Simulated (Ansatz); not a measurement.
Compare A (`FC1O[SiH2][Se]1`) with its isomer B (`OC1(F)[SiH2][Se]1`).

Calculated with Ansatz (gas phase, PBE0-D4/def2-TZVP geometries, no zero-point term in ΔE). CCSD(T)/CBS adds triple-zeta CCSD(T) − MP2 to the extrapolated MP2 energy (def2 sets, frozen cores). Functionals use def2-TZVPP. B3LYP here is the variant with VWN-RPA as its local correlation; programs differ in this. For Se outer-core shells are correlated without core-valence functions, which leaves a few kJ/mol of doubt a bond. Scalar relativity is left out up to krypton. Each species was taken in one conformer, which may not be the lowest.

(1) Which is lower in electronic energy at CCSD(T)/CBS, and by how much? (Best estimate.)

(2) Give E(B) − E(A) in kcal/mol with CCSD(T)/def2-SVP, MP2/def2-TZVPP, B2PLYP, HF/def2-TZVPP, LDA (SPW92), B3LYP, CCSD(T)/def2-TZVPP. (An estimate is asked.)

(3) Does the order hold for the free energy at 298.15 K (harmonic terms from PBE0-D4)? (An estimate is asked.)

Largest T1 diagnostic: 0.012.

## Answers

(1) Ansatz gave: A, by 35.0 kcal/mol.

(2) Computed: CCSD(T)/def2-SVP 31.9, MP2/def2-TZVPP 36.0, B2PLYP 34.6, HF/def2-TZVPP 40.9, LDA (SPW92) 29.8, B3LYP 33.2, CCSD(T)/def2-TZVPP 35.7. None reverses the order clearly.

(3) Computed: Yes: G(B) − G(A) = +33.7 kcal/mol, for one conformer each.

In def2-TZVPP, CCSD(T) changes the Hartree–Fock value by −5.2 kcal/mol (the triples alone add −1.2 kcal/mol) and MP2 by −4.9 kcal/mol. From r2SCAN to r2SCAN0 (25 % exact exchange), in def2-TZVPP and without D4, E(B) − E(A) moves by +1.8 kcal/mol.
